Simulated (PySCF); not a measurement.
## Electron correlation in Pd⁺ (palladium, charge +1)

[Kr] 4d9, 2D determinant. All numbers are calculated (PySCF 2.14, a scalar-relativistic core potential, in aug-cc-pVTZ-PP with ECP28MDF). Frozen: 4s2 4p6; 9 electrons correlated.

| level | correlation energy (mhartree) |
| --- | --- |
| CCSD | -279.78 |
| (T) | -10.57 |
| CCSD(T) | -290.35 |

Diagnostics: T1 = 0.0042, D1 = 0.0117, largest double amplitude 0.021.

Problem. Is a single reference adequate?

Solution. Yes, within this model without spin-orbit coupling: T1 lies below 0.03 and no double amplitude reaches 0.07.
